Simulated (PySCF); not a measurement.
## Polarisability and C₆ of W (tungsten, neutral)

[Xe] 4f14 5d4 6s2, high-spin 5D determinant. All numbers are calculated (PySCF 2.14, scalar relativity through the core potential, in aug-cc-pVTZ-PP with ECP60MDF (6s6p5d3f2g, 88 functions)). Coupled (time-dependent) response in atomic units; α is the mean over directions.

```json
{"method": "UHF", "mean α (bohr³)": "101.3", "α xx, yy, zz": "108.3, 108.3, 87.33", "C₆ (like pair)": "1249", "S(−4)": "9160"}
{"method": "PBE", "mean α (bohr³)": "72.20", "α xx, yy, zz": "74.53, 74.53, 67.54", "C₆ (like pair)": "884.2", "S(−4)": "2075"}
{"method": "PBE0", "mean α (bohr³)": "75.19", "α xx, yy, zz": "77.83, 77.83, 69.92", "C₆ (like pair)": "926.9", "S(−4)": "2344"}
```

S(−4) is the Cauchy moment in α(ω) = α(0) + S(−4) ω² + …

Reference α: 68 ± 15 bohr³ (recommended; Schwerdtfeger and Nagle, table of static dipole polarizabilities (2023 update)). Published C₆: 757.0 (Gould and Bucko (2016)).

Spin-orbit coupling is absent.

Hartree-Fock lies above the reference because it lacks correlation, which contracts the outer shell.

α(iu) at UHF:

| u (hartree) | α(iu) (bohr³) |
| --- | --- |
| 0 | 101.3 |
| 0.0500 | 86.51 |
| 0.100 | 67.54 |
| 0.200 | 41.21 |
| 0.300 | 27.21 |
| 0.500 | 14.98 |
| 0.750 | 9.075 |
| 1.00 | 6.284 |
| 1.50 | 3.644 |
| 2.00 | 2.407 |
| 3.00 | 1.275 |
| 5.00 | 0.5263 |

The components differ because the open shell of this determinant is not spherical; for a pure term their mean is the scalar polarisability.

Energies and moments cover only the electrons outside the core potential. Spin-orbit coupling, absent here, splits the open shell strongly.
